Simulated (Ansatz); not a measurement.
Start from `O[SiH2][SiH2][SiH2]Cl` and change one atom or group to get `O[SiH2][SiH2]CF`.

Ansatz, PBE0-D4/def2-TZVP geometries, multiplicity 1. Each molecule was computed in one conformer, which needn't be the lowest.

```json
{"property": "HOMO energy (B3LYP/def2-TZVPP) / eV", "`O[SiH2][SiH2][SiH2]Cl`": "-7.54"}
{"property": "HOMO–LUMO gap (ωB97M-V/def2-TZVPP) / eV", "`O[SiH2][SiH2][SiH2]Cl`": "10.31"}
{"property": "size of the dipole moment (PBE/def2-TZVPP) / D", "`O[SiH2][SiH2][SiH2]Cl`": "1.58"}
{"property": "LUMO energy (PBE0/def2-TZVPP) / eV", "`O[SiH2][SiH2][SiH2]Cl`": "-1.16"}
{"property": "HOMO energy (PBE/def2-TZVPP) / eV", "`O[SiH2][SiH2][SiH2]Cl`": "-6.57"}
{"property": "LUMO energy (B3LYP/def2-TZVPP) / eV", "`O[SiH2][SiH2][SiH2]Cl`": "-1.33"}
```

(1) What does the change do to each property? (Best estimate.)

Results:

(1) The calculation gave: 
```json
{"property": "HOMO energy (B3LYP/def2-TZVPP) / eV", "`O[SiH2][SiH2]CF`": "-7.58", "shift": "-0.04"}
{"property": "HOMO–LUMO gap (ωB97M-V/def2-TZVPP) / eV", "`O[SiH2][SiH2]CF`": "10.86", "shift": "0.55"}
{"property": "size of the dipole moment (PBE/def2-TZVPP) / D", "`O[SiH2][SiH2]CF`": "1.27", "shift": "-0.31"}
{"property": "LUMO energy (PBE0/def2-TZVPP) / eV", "`O[SiH2][SiH2]CF`": "-0.65", "shift": "0.51"}
{"property": "HOMO energy (PBE/def2-TZVPP) / eV", "`O[SiH2][SiH2]CF`": "-6.51", "shift": "0.06"}
{"property": "LUMO energy (B3LYP/def2-TZVPP) / eV", "`O[SiH2][SiH2]CF`": "-0.87", "shift": "0.46"}
```

Dipoles are sizes alone; their direction can turn.

B3LYP here is the variant with VWN-RPA as its local correlation; programs differ in this.
